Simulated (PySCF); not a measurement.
Molecule: `BN(B)C=C`, C2H7B2N.

Numbering as in the mapped SMILES `[BH2:1][N:2]([BH2:3])[CH:4]=[CH2:5]`. Hydrogens are named by the atom that carries them. Ha(C5) is cis to N2; Hb(C5) is trans to N2.

Spin–spin couplings on one PBE0-D3(BJ)/def2-SVP geometry, PySCF 2.14.0 with density-fitted response routines, gas phase, non-relativistic, equivalent pairs averaged (spin–dipole term only in couplings to heteroatoms); isotopes 13C, 1H, 11B, 15N; functional B3LYP.

Problem. How do the couplings (Hz) change with the basis set? Times are CPU seconds on shared hosts with different chips, so compare them loosely. Far from the basis limit: 6-31G*, pcJ-0, def2-TZVP, cc-pVTZ.

Solution. 
| basis set | functions | 1J(C4,H(C4)) | 1J(C5,Hb(C5)) | 1J(C5,Ha(C5)) | 1J(B1,H(B1)) | 1J(C4,C5) | 1J(B1,N2) | 1J(N2,C4) | core-s |
| --- | --- | --- | --- | --- | --- | --- | --- | --- | --- |
| 6-31G* | 84 | 176.3 | 171.6 | 169.9 | 159.5 | 94.8 | -24.5 | -16.2 | 4.7 |
| pcJ-0 | 86 | 161.7 | 151.8 | 148.7 | 133.9 | 64.1 | -14.1 | -5.1 | 4.6 |
| def2-TZVP | 197 | 172.4 | 163.7 | 159.1 | 143.2 | 83.3 | -22.8 | -8.2 | 16 |
| pcJ-1 | 205 | 180.4 | 172.5 | 167.8 | 148.9 | 85.0 | -21.8 | -10.0 | 23 |
| cc-pVTZ | 248 | 162.9 | 155.8 | 150.3 | 140.1 | 90.5 | -23.6 | -5.8 | 21 |

The Fermi-contact term samples the wavefunction at the nucleus, which is why sets with added tight s functions (names with J) are made for couplings.
